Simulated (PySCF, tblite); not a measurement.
A database entry of computed molecular properties. Lists by class give the value and the number of equivalent atoms.

```json
{
 "formula": "C7H8O2Si",
 "smiles": "C=CCC1=CC(=O)[SiH2]C1=O",
 "inchi": "InChI=1S/C7H8O2Si/c1-2-3-5-4-6(8)10-7(5)9/h2,4H,1,3,10H2",
 "charge": 0,
 "multiplicity": 1,
 "geometry_level": "GFN2-xTB",
 "electronic_structure_code": "PySCF",
 "results": {
  "GFN2-xTB geometry": {
   "point_group": "C1",
   "rotational_constants_GHz": [1.78, 0.784, 0.564]
  },
  "PBE0/pcSseg-1 ground state and GIAO shieldings, non-relativistic": {
   "dipole_D": 1.81,
   "homo_eV": -6.73,
   "lumo_eV": -2.76,
   "shift_vs_computed_TMS_C_by_class_ppm": [
    [241.7, 1],
    [236.4, 1],
    [171.3, 1],
    [152.7, 1],
    [143.7, 1],
    [126.6, 1],
    [34.2, 1]
   ],
   "shift_vs_computed_TMS_H_by_class_ppm": [
    [6.99, 1],
    [6.01, 1],
    [5.64, 1],
    [5.64, 1],
    [4.08, 2],
    [3.3, 2]
   ],
   "shielding_other_nuclei_by_class_ppm": [
    ["O", -553.0, 1],
    ["O", -534.6, 1],
    ["Si", 445.7, 1]
   ]
  },
  "GFN2-xTB harmonic vibrations, gas phase": {
   "strongest_ir_bands_cm-1_km_per_mol_modes": [
    [600.5, 41.8, 1],
    [744.1, 199.3, 1],
    [1608.3, 65.6, 1],
    [1702.9, 627.6, 1],
    [2303.7, 201.5, 1],
    [2338.0, 242.4, 1]
   ],
   "zpe_kcal_per_mol": 78.2
  }
 }
}
```

With B = h/(8π²I), that is 505.379 GHz u Å² over I, the principal moments of inertia are 284.0, 644.6 and 896.4 u Å² (most abundant isotopes); the inertial defect Ic − Ia − Ib is -32.2 u Å² (zero for a rigid planar frame, negative otherwise).

One conformer (not necessarily the lowest) at the GFN2-xTB geometry, without solvent or vibrations. NMR classes are plain means over equivalent atoms (diastereotopic ones count apart unless rotation or inversion swaps them), as if these changed places fast; in this geometry the members of some classes differ.

Shape of the structure used: `[CH2:1]=[CH:2][CH2:3][C:4]1=[CH:5][C:6](=[O:7])[SiH2:8][C:9]1=[O:10]`: C1–C2–C3–C4 122°, C2–C3–C4–C5 -27°.
